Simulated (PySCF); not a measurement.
PySCF input file for GeH7NOSi, SMILES [O]([SiH2]N)[GeH3], IEF-PCM-B3LYP/def2-SVP. Coordinates come from a PBE0-D3(BJ)/def2-SVP optimisation. This is a generated structure with no PubChem entry under its InChIKey; it may be hypothetical. Other conformers were not sampled.

```python
import numpy as np
from pyscf import gto, scf, dft
from pyscf.solvent import pcm

mol = gto.M(
    atom='''
    Si   -1.35411150   -0.22063226   -0.97949908
    N    -2.98954306   -0.44889684   -0.50976921
    O    -0.31403252   -0.02638652    0.30422755
    Ge    1.42912260    0.21876120    0.52618844
    H    -1.30171980    1.00749998   -1.82854045
    H    -0.93841358   -1.42947465   -1.75291008
    H    -3.26884021   -1.31936416   -0.07102813
    H    -3.51425486    0.32914762   -0.12566943
    H     1.84160981    1.53833695   -0.15482084
    H     2.18730812   -0.96790739   -0.10026916
    H     1.65900958    0.28362470    2.04275924
    ''',
    basis='def2-SVP',
    charge=0,
    spin=0,
    max_memory=1600,
    verbose=3,
)
mf = dft.RKS(mol, xc='b3lyp').density_fit(auxbasis='def2-universal-jkfit')
mf.grids.level = 3
mf.conv_tol = 1e-9
mf.max_cycle = 100
mf.kernel()
res = {}
for name, eps in {'water': 78.355, 'ethanol': 24.852, 'cyclohexanone': 15.619}.items():
    s = mf.PCM()
    s.with_solvent.method, s.with_solvent.eps, s.with_solvent.lebedev_order = 'IEF-PCM', eps, 29
    s.kernel(mf.make_rdm1())
    res[name] = (s.e_tot, eps, s.dip_moment(), s.mo_energy, s.converged)
    print(f'{name}: electrostatic solvation free energy {(s.e_tot - mf.e_tot) * 627.509474:.3f} kcal/mol')
```

Output:

```
converged SCF energy = -2500.37099380477

WARN: PCM is an experimental feature. It is still in testing.
Features and APIs may be changed in the future.

converged SCF energy = -2500.37682658042
Dipole moment(X, Y, Z, Debye):  0.04289,  0.02125,  1.07432
water: electrostatic solvation free energy -3.660 kcal/mol

WARN: PCM is an experimental feature. It is still in testing.
Features and APIs may be changed in the future.

converged SCF energy = -2500.3765540833
Dipole moment(X, Y, Z, Debye):  0.03924,  0.02080,  1.06723
ethanol: electrostatic solvation free energy -3.489 kcal/mol

WARN: PCM is an experimental feature. It is still in testing.
Features and APIs may be changed in the future.

converged SCF energy = -2500.37632671134
Dipole moment(X, Y, Z, Debye):  0.03632,  0.02043,  1.06120
cyclohexanone: electrostatic solvation free energy -3.346 kcal/mol
```

Self-consistency was reached.
